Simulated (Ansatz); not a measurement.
Relaxation of C2H9FO2Si2 (16 atoms, charge 0, multiplicity 1), to a largest force component of 0.02 eV/Å in at most 40 steps.

The calculation used RKS B3LYP-D4/STO-3G (Ansatz 0.2.0).

```xyz
16
Properties=species:S:1:pos:R:3
Si 0.000 0.000 0.000
F 0.000 0.000 1.590
O 1.584 0.000 -0.559
C 2.350 -1.163 -0.836
H 1.719 -1.905 -1.367
H 3.218 -0.893 -1.473
H 2.714 -1.602 0.116
O -0.791 1.371 -0.559
C -2.151 1.418 -0.965
H -2.769 0.822 -0.261
H -2.502 2.471 -0.964
H -2.247 0.998 -1.988
Si -1.046 -1.812 -0.739
H -1.703 -2.485 0.377
H -2.045 -1.427 -1.731
H -0.078 -2.717 -1.351
```

Question: Where does it end, and by what steps?

Answer: The run converged. The force dipped under the threshold on the way, but the program's further checks kept it going. Limits of this set-up: minimal basis. After 26 steps the energy has fallen by 0.760 eV; H12 moved furthest, 1.09 Å.

| step | energy less start (eV) | largest force component (eV/Å) | accepted |
| --- | --- | --- | --- |
| 0 | 0.0000 | 2.717 | yes |
| 1 | -0.5604 | 1.223 | yes |
| 2 | -0.6492 | 0.526 | yes |
| 3 | -0.6765 | 0.161 | yes |
| 4 | -0.6907 | 0.270 | yes |
| 5 | -0.6988 | 0.536 | yes |
| 6 | -0.7186 | 0.178 | yes |
| 7 | -0.7291 | 0.093 | yes |
| 8 | -0.7336 | 0.404 | yes |
| 9 | -0.7439 | 0.172 | yes |
| 10 | -0.7471 | 0.119 | yes |
| 11 | -0.7547 | 0.027 | yes |
| 12 | -0.7545 | 0.233 | no |
| 13 | -0.7558 | 0.038 | yes |
| 14 | -0.7562 | 0.118 | yes |
| 15 | -0.7566 | 0.064 | yes |
| 16 | -0.7575 | 0.015 | yes |
| 17 | -0.7577 | 0.014 | yes |
| 18 | -0.7579 | 0.066 | yes |
| 19 | -0.7582 | 0.038 | yes |
| 20 | -0.7585 | 0.007 | yes |
| 21 | -0.7590 | 0.033 | yes |
| 22 | -0.7588 | 0.081 | no |
| 23 | -0.7594 | 0.030 | yes |
| 24 | -0.7595 | 0.057 | yes |
| 25 | -0.7597 | 0.048 | yes |
| 26 | -0.7599 | 0.004 | yes |

```xyz
16
Properties=species:S:1:pos:R:3
Si -0.025 -0.113 -0.421
F 0.118 -0.052 1.212
O 1.546 0.058 -1.095
C 2.431 -1.036 -0.701
H 2.091 -2.034 -1.062
H 3.423 -0.840 -1.155
H 2.578 -1.113 0.401
O -0.707 1.369 -0.958
C -2.126 1.472 -0.628
H -2.329 1.471 0.468
H -2.493 2.437 -1.031
H -2.748 0.665 -1.081
Si -1.181 -1.985 -1.058
H -2.240 -2.284 -0.121
H -1.775 -1.805 -2.362
H -0.311 -3.137 -1.120
```

The run took 120 s on 1 thread of Arm Neoverse V2, on a shared host, peak memory 0.16 GiB.
